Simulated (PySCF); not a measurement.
## Relaxation of doublet [PdS2]+

All numbers come from UPBE/[Pd def2-SVP with ECP28, S def2-SVP], scalar-relativistic core potentials, density fitting, no spin–orbit coupling, PySCF. A (50,194) grid was used.

A start displaced from a saddle point along its imaginary mode, of C2v symmetry, held to at least that symmetry:

```xyz
3
charge 1 multiplicity 2, angstrom
Pd   -0.1509    0.0000    0.0000
S     0.2500    0.0000    2.1272
S     0.2500    0.0000   -2.1272
```

Task: What forces act on the atoms at the start (eV/Å)?

Result: 
```json
{"atom": "Pd1", "Fx": "-0.01", "Fy": "0.00", "Fz": "0.00"}
{"atom": "S2", "Fx": "0.01", "Fy": "0.00", "Fz": "-0.81"}
{"atom": "S3", "Fx": "0.01", "Fy": "0.00", "Fz": "0.81"}
```

Task: What does it relax to?

Result: It ends at C2v with Pd–S 2.103 Å (×2); S–Pd–S 118.2° (after a last refinement on a finer grid). A frequency run shows a minimum. Other isomers or separated fragments may lie lower.

Task: How much energy is released, and in how many steps?

Result: 30.4 kJ/mol in 7 steps.

Other spin states or occupations of the open shell can lie lower.

The relaxation took roughly 40 core-seconds on a shared host.
